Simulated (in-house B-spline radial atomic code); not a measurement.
## RPA and G0W0 on TPSS: Te+

Configuration [Kr] 4d10 5s2 5p3, highest spin, mean-field start TPSS. Computed with an all-electron radial atomic-structure program (B-spline basis): all electrons, non-relativistic, point nucleus, each spin shell either full or empty, empty states to l = 9 with an (l + 1/2)⁻⁴ tail; G0W0 by contour deformation at full frequency.

Without relativity these are model numbers: it shifts the levels of so heavy an element strongly and can reorder them.

Command:
```bash
python run_gw.py task.json out
```
Settings (radii: box in bohr, nucleus in fm):
```
Z                        52
electrons                51
configuration            [Kr] 4d10 5s2 5p3
hamiltonian              nr
method                   tpss,tpss
lmax                     9
spin_polarised           True
box_radius               23.78
intervals                55
```

Time taken, with all properties: 6.3 s on 1 thread of Arm Neoverse N1 (shared host).

Energies (hartree):

```
                                     term        value
                         mean-field total  -6613.68640
Hartree-Fock functional on these orbitals  -6611.48379
                      direct second order      -4.4838
                    second-order exchange       1.2316
                         SOSEX correction       1.1393
```

Task: What is the RPA correlation energy, and what remains with SOSEX?

Result: RPA gives -3.8979 hartree (-2.08 eV per electron); RPA + SOSEX gives -2.7586, and the second-order doubles -3.2522 hartree (no singles). SOSEX takes back 29 % of the RPA value.

Quasi-particle levels (eV):

```
  level  occupied  mean field  Σx - vxc     Σc  QP weight     G0W0
  5p up       yes     -14.670     -3.95      ?          ?        ?
5s down       yes     -20.574     -2.45  -2.04      0.886  -25.069
5p down        no     -12.126      5.44  -2.56      0.904   -9.242
```

G0W0 = mean field + (Σx - vxc) + Σc, with Σc (partial-wave tail included) taken at the quasi-particle energy. Only the outer levels were computed. Levels of low weight are left out.

Task: Where does G0W0 put 5p up?

Result: At -18.901 eV, with Σc = -0.28 eV and a quasi-particle weight of 0.895. The tabulated removal energy is 18.6 ± 0.4 eV (NIST, measured); the calculation leaves out relativity, Breit and QED terms, and what these don't explain is the method's own error.
